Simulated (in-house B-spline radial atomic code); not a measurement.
Radial electron density of the boron ion B⁺, [He] 2s2. Computed with a radial B-spline atomic code at the basis-set limit: non-relativistic PBE, spin-polarised, spherical fractional occupations, point nucleus, inside a hard spherical wall at 1.38 bohr.

Columns: r (bohr), 4πr²n(r) (electrons per bohr), bar.

```
  0.0122   0.1547 #
  0.0139   0.1974 #
  0.0157   0.2473 ##
  0.0178   0.3112 ##
  0.0201   0.3877 ###
  0.0228   0.4855 ###
  0.0258   0.6032 ####
  0.0292   0.7466 #####
  0.0331   0.9224 #######
  0.0375    1.133 ########
  0.0425    1.383 ##########
  0.0481    1.674 ############
  0.0544     2.01 ##############
  0.0617    2.401 #################
  0.0698    2.832 ####################
  0.0791     3.31 ########################
  0.0895    3.814 ###########################
   0.101    4.322 ###############################
   0.115    4.861 ###################################
    0.13    5.331 ######################################
   0.147     5.73 #########################################
   0.167    6.023 ###########################################
   0.189    6.148 ############################################
   0.214     6.08 ############################################
   0.242    5.801 ##########################################
   0.274    5.309 ######################################
    0.31    4.648 #################################
   0.351    3.886 ############################
   0.398    3.133 ######################
   0.451    2.545 ##################
    0.51    2.257 ################
   0.578    2.349 #################
   0.654    2.792 ####################
   0.741    3.391 ########################
   0.839     3.76 ###########################
    0.95    3.465 #########################
    1.08    2.279 ################
    1.22    0.785 ######
    1.37 0.003294
```

On this grid the curve has 2 maxima, near 0.189, 0.839 bohr.

The 2s up radial function P(r) = rR(r), positive near the nucleus:

```csv
r (bohr),P
0.004,0.05198
0.00513,0.06629
0.00658,0.08441
0.00843,0.1071
0.0108,0.1356
0.0139,0.1718
0.0178,0.2157
0.0228,0.2693
0.0292,0.3337
0.0375,0.4104
0.0481,0.498
0.0617,0.5943
0.0791,0.6934
0.101,0.7841
0.13,0.8538
0.167,0.8744
0.214,0.8157
0.274,0.6439
0.351,0.3295
0.451,-0.138
0.578,-0.6945
0.741,-1.185
0.95,-1.285
1.22,-0.6205
```
